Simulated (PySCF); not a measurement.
Bond stretch in BeH (cation, charge +1), singlet.

RKS-PBE = restricted PBE/cc-pVQZ run with PySCF; UKS-PBE = unrestricted PBE/cc-pVQZ in PySCF 2.14.0; UKS-PBE0 = unrestricted PBE0/cc-pVQZ (PySCF); UCCSD(T) = CCSD(T) on UHF/cc-pVQZ in PySCF.

Energies relative to the lowest point of each curve near equilibrium, in kJ/mol; the last columns give the difference from UCCSD(T):

```json
[
 {"R / Å": "0.99", "RKS-PBE": "145.2", "UKS-PBE": "145.2", "UKS-PBE0": "141.8", "UCCSD(T)": "135.2", "RKS-PBE − UCCSD(T)": "10.1", "UKS-PBE − UCCSD(T)": "10.1", "UKS-PBE0 − UCCSD(T)": "6.6"},
 {"R / Å": "1.07", "RKS-PBE": "73.6", "UKS-PBE": "73.6", "UKS-PBE0": "70.6", "UCCSD(T)": "65.8", "RKS-PBE − UCCSD(T)": "7.8", "UKS-PBE − UCCSD(T)": "7.8", "UKS-PBE0 − UCCSD(T)": "4.8"},
 {"R / Å": "1.13", "RKS-PBE": "39.2", "UKS-PBE": "39.2", "UKS-PBE0": "36.7", "UCCSD(T)": "33.3", "RKS-PBE − UCCSD(T)": "6.0", "UKS-PBE − UCCSD(T)": "6.0", "UKS-PBE0 − UCCSD(T)": "3.4"},
 {"R / Å": "1.19", "RKS-PBE": "17.3", "UKS-PBE": "17.3", "UKS-PBE0": "15.4", "UCCSD(T)": "13.2", "RKS-PBE − UCCSD(T)": "4.1", "UKS-PBE − UCCSD(T)": "4.1", "UKS-PBE0 − UCCSD(T)": "2.2"},
 {"R / Å": "1.26", "RKS-PBE": "3.8", "UKS-PBE": "3.8", "UKS-PBE0": "2.7", "UCCSD(T)": "1.8", "RKS-PBE − UCCSD(T)": "2.0", "UKS-PBE − UCCSD(T)": "2.0", "UKS-PBE0 − UCCSD(T)": "1.0"},
 {"R / Å": "1.28", "RKS-PBE": "1.8", "UKS-PBE": "1.8", "UKS-PBE0": "1.1", "UCCSD(T)": "0.4", "RKS-PBE − UCCSD(T)": "1.4", "UKS-PBE − UCCSD(T)": "1.4", "UKS-PBE0 − UCCSD(T)": "0.7"},
 {"R / Å": "1.33", "RKS-PBE": "0.0", "UKS-PBE": "0.0", "UKS-PBE0": "0.0", "UCCSD(T)": "0.0", "RKS-PBE − UCCSD(T)": "0.0", "UKS-PBE − UCCSD(T)": "0.0", "UKS-PBE0 − UCCSD(T)": "0.0"},
 {"R / Å": "1.36", "RKS-PBE": "0.7", "UKS-PBE": "0.7", "UKS-PBE0": "1.2", "UCCSD(T)": "1.5", "RKS-PBE − UCCSD(T)": "-0.8", "UKS-PBE − UCCSD(T)": "-0.8", "UKS-PBE0 − UCCSD(T)": "-0.3"},
 {"R / Å": "1.40", "RKS-PBE": "3.4", "UKS-PBE": "3.4", "UKS-PBE0": "4.6", "UCCSD(T)": "5.3", "RKS-PBE − UCCSD(T)": "-1.8", "UKS-PBE − UCCSD(T)": "-1.8", "UKS-PBE0 − UCCSD(T)": "-0.7"},
 {"R / Å": "1.47", "RKS-PBE": "12.1", "UKS-PBE": "12.1", "UKS-PBE0": "14.5", "UCCSD(T)": "15.6", "RKS-PBE − UCCSD(T)": "-3.5", "UKS-PBE − UCCSD(T)": "-3.5", "UKS-PBE0 − UCCSD(T)": "-1.1"},
 {"R / Å": "1.54", "RKS-PBE": "24.5", "UKS-PBE": "24.5", "UKS-PBE0": "28.3", "UCCSD(T)": "29.5", "RKS-PBE − UCCSD(T)": "-5.0", "UKS-PBE − UCCSD(T)": "-5.0", "UKS-PBE0 − UCCSD(T)": "-1.2"},
 {"R / Å": "1.66", "RKS-PBE": "51.4", "UKS-PBE": "51.4", "UKS-PBE0": "57.7", "UCCSD(T)": "58.6", "RKS-PBE − UCCSD(T)": "-7.2", "UKS-PBE − UCCSD(T)": "-7.2", "UKS-PBE0 − UCCSD(T)": "-0.8"},
 {"R / Å": "1.79", "RKS-PBE": "84.5", "UKS-PBE": "84.5", "UKS-PBE0": "93.8", "UCCSD(T)": "93.2", "RKS-PBE − UCCSD(T)": "-8.7", "UKS-PBE − UCCSD(T)": "-8.7", "UKS-PBE0 − UCCSD(T)": "0.6"},
 {"R / Å": "1.99", "RKS-PBE": "136.8", "UKS-PBE": "136.8", "UKS-PBE0": "149.5", "UCCSD(T)": "145.0", "RKS-PBE − UCCSD(T)": "-8.2", "UKS-PBE − UCCSD(T)": "-8.2", "UKS-PBE0 − UCCSD(T)": "4.5"},
 {"R / Å": "2.17", "RKS-PBE": "181.0", "UKS-PBE": "177.3", "UKS-PBE0": "187.1", "UCCSD(T)": "185.5", "RKS-PBE − UCCSD(T)": "-4.5", "UKS-PBE − UCCSD(T)": "-8.2", "UKS-PBE0 − UCCSD(T)": "1.6"},
 {"R / Å": "2.40", "RKS-PBE": "230.4", "UKS-PBE": "212.3", "UKS-PBE0": "219.2", "UCCSD(T)": "226.3", "RKS-PBE − UCCSD(T)": "4.1", "UKS-PBE − UCCSD(T)": "-13.9", "UKS-PBE0 − UCCSD(T)": "-7.0"},
 {"R / Å": "2.67", "RKS-PBE": "277.3", "UKS-PBE": "237.1", "UKS-PBE0": "243.0", "UCCSD(T)": "259.9", "RKS-PBE − UCCSD(T)": "17.4", "UKS-PBE − UCCSD(T)": "-22.8", "UKS-PBE0 − UCCSD(T)": "-16.9"},
 {"R / Å": "2.93", "RKS-PBE": "311.7", "UKS-PBE": "252.0", "UKS-PBE0": "257.8", "UCCSD(T)": "281.0", "RKS-PBE − UCCSD(T)": "30.6", "UKS-PBE − UCCSD(T)": "-29.0", "UKS-PBE0 − UCCSD(T)": "-23.2"},
 {"R / Å": "3.28", "RKS-PBE": "343.8", "UKS-PBE": "264.5", "UKS-PBE0": "270.4", "UCCSD(T)": "297.2", "RKS-PBE − UCCSD(T)": "46.6", "UKS-PBE − UCCSD(T)": "-32.7", "UKS-PBE0 − UCCSD(T)": "-26.7"},
 {"R / Å": "3.63", "RKS-PBE": "363.5", "UKS-PBE": "271.4", "UKS-PBE0": "277.6", "UCCSD(T)": "303.8", "RKS-PBE − UCCSD(T)": "59.7", "UKS-PBE − UCCSD(T)": "-32.4", "UKS-PBE0 − UCCSD(T)": "-26.2"},
 {"R / Å": "4.01", "RKS-PBE": "375.0", "UKS-PBE": "274.7", "UKS-PBE0": "281.6", "UCCSD(T)": "306.3", "RKS-PBE − UCCSD(T)": "68.7", "UKS-PBE − UCCSD(T)": "-31.6", "UKS-PBE0 − UCCSD(T)": "-24.7"},
 {"R / Å": "4.65", "RKS-PBE": "381.3", "UKS-PBE": "275.3", "UKS-PBE0": "284.3", "UCCSD(T)": "307.6", "RKS-PBE − UCCSD(T)": "73.6", "UKS-PBE − UCCSD(T)": "-32.4", "UKS-PBE0 − UCCSD(T)": "-23.3"},
 {"R / Å": "5.26", "RKS-PBE": "380.2", "UKS-PBE": "273.3", "UKS-PBE0": "285.1", "UCCSD(T)": "308.1", "RKS-PBE − UCCSD(T)": "72.2", "UKS-PBE − UCCSD(T)": "-34.8", "UKS-PBE0 − UCCSD(T)": "-23.0"}
]
```

RKS-PBE is furthest from UCCSD(T) at 4.65 (73.6 kJ/mol, above); its mean absolute difference over the points is 19.3 kJ/mol.

UKS-PBE is furthest from UCCSD(T) at 5.26 (-34.8 kJ/mol, below); its mean absolute difference over the points is 13.2 kJ/mol.

UKS-PBE0 is furthest from UCCSD(T) at 3.28 (-26.7 kJ/mol, below); its mean absolute difference over the points is 8.7 kJ/mol.

At the longest distance RKS-PBE, UKS-PBE leaves fractional charges on the fragments, a sign of delocalisation error or of the restricted form. The restricted form behind RKS-PBE keeps the bonding electrons paired and can't separate into open-shell fragments. The unrestricted determinant behind UKS-PBE is spin-contaminated at 2.17 to 5.26 Å (<S²> up to 0.9, against 0.00 for a pure singlet). The unrestricted determinant behind UKS-PBE0 is spin-contaminated at 1.99 to 5.26 Å (<S²> up to 1.0, against 0.00 for a pure singlet). The unrestricted determinant behind UCCSD(T) is spin-contaminated at 1.66 to 5.26 Å (<S²> up to 1.0, against 0.00 for a pure singlet).
